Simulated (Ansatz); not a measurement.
## Ligand exchange: C2H4S + SiH3(GeH3) → C2H6Si + GeH3(SH)

Species: C2H4S `C=CS`, singlet; SiH3(GeH3), singlet; C2H6Si (vinylsilane) `C=C[SiH3]`, singlet; GeH3(SH), singlet. The partners trade SH for SiH3: C–SH and Ge–SiH3 bonds give way to C–SiH3 and Ge–SH.

Shapes, held fixed at every level: PBE0-D4/def2-TZVP. Flexible molecules stand in one conformer, not always the lowest. Programs: Ansatz 0.2.0. Electronic energies: no zero-point or thermal term.

| level | kind | ΔE (kJ/mol) | less CCSD(T)/def2-TZVPP |
| --- | --- | --- | --- |
| HF/def2-TZVPP | Hartree–Fock | -81.8 | -16.1 |
| r2SCAN-D4/def2-TZVPP | meta-GGA | -56.0 | +9.7 |
| PBE0-D4/def2-TZVPP | global hybrid | -54.7 | +11.0 |
| wB97M-V/def2-TZVPP | range-separated hybrid | -65.8 | -0.1 |
| wB97X-V/def2-TZVPP | range-separated hybrid | -62.9 | +2.8 |
| MP2/def2-TZVPP | perturbation theory | -69.7 | -4.0 |
| CCSD/def2-TZVPP | coupled cluster or CI | -67.6 | -1.9 |
| CCSD(T)/def2-TZVPP | coupled cluster or CI | -65.7 | 0.0 |

The highest level, CCSD(T)/def2-TZVPP, gives ΔE = -65.7 kJ/mol; the levels span -81.8 to -54.7. The column of differences is taken from that level and isn't an error. No measured value is set beside it here. Relativity is left out for Ge unless named. Correlated rows may include outer-core shells of Ge, which these sets cover unevenly.
